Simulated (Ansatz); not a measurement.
Computed with Ansatz on PBE0-D4/def2-TZVP structures; ΔE is electronic, products minus reactants. CCSD(T)/CBS adds triple-zeta CCSD(T) − MP2 to the extrapolated MP2 energy (def2 sets, frozen cores). This one scheme is used for every species. DFT in def2-TZVPP. For Zn outer-core shells are correlated without core-valence functions, which leaves a few kJ/mol of doubt a bond. Scalar relativity is left out up to krypton. One conformer a species, not always the lowest.

`C=[CH][ZnH]` + `BN` → `BNC=C` + `[ZnH2]`  (substitution at a C–Zn bond)

`C=[CH][ZnH]`:

Cartesian coordinates in Å:
```
C 0.563 -0.194 -1.043
C 0.313 -0.382 0.253
Zn -1.037 0.579 1.242
H 0.018 0.526 -1.649
H 1.332 -0.752 -1.576
H 0.928 -1.132 0.753
H -2.117 1.354 2.019
```

`BN`:

```xyz
6

B    -0.068    0.509    0.450
N     0.070   -0.524   -0.462
H     0.909    1.099    0.810
H    -1.161    0.786    0.853
H    -0.707   -1.061   -0.808
H     0.956   -0.809   -0.842
```

`BNC=C`:

Cartesian coordinates in Å:
```
B 0.622 -0.759 -1.586
N -0.150 -0.062 -0.657
C 0.124 0.088 0.698
C -0.629 0.758 1.562
H 1.625 -1.292 -1.210
H 0.254 -0.799 -2.721
H -1.000 0.394 -0.957
H 1.039 -0.406 1.008
H -1.545 1.254 1.262
H -0.341 0.824 2.602
```

`[ZnH2]`:

Cartesian coordinates in Å:
```
Zn 0.000 0.000 0.000
H -0.483 0.193 -1.454
H 0.483 -0.193 1.454
```

CCSD(T)/CBS gives +26.8 kJ/mol.

(1) Another level gave +16.0 kJ/mol. Which?
A. r2SCANh-D4/def2-TZVPP
B. MP2/def2-TZVPP
C. BLYP/def2-TZVPP
D. CCSD/def2-TZVPP

Largest T1 diagnostic among the species: 0.016.

Results:

(1) A. r2SCANh-D4 16.0, BLYP 20.4, CCSD/def2-TZVPP 25.2, MP2/def2-TZVPP 29.9 kJ/mol.

From BLYP to BHLYP (50 % exact exchange), in def2-TZVPP and without D4, ΔE moves by −3.5 kJ/mol. At CCSD(T), def2-SVP lies −9.2 kJ/mol from the extrapolated value and def2-TZVPP −0.9 kJ/mol. In def2-TZVPP, CCSD(T) changes the Hartree–Fock value by +11.1 kJ/mol (the triples alone add +0.7 kJ/mol) and MP2 by +15.1 kJ/mol.
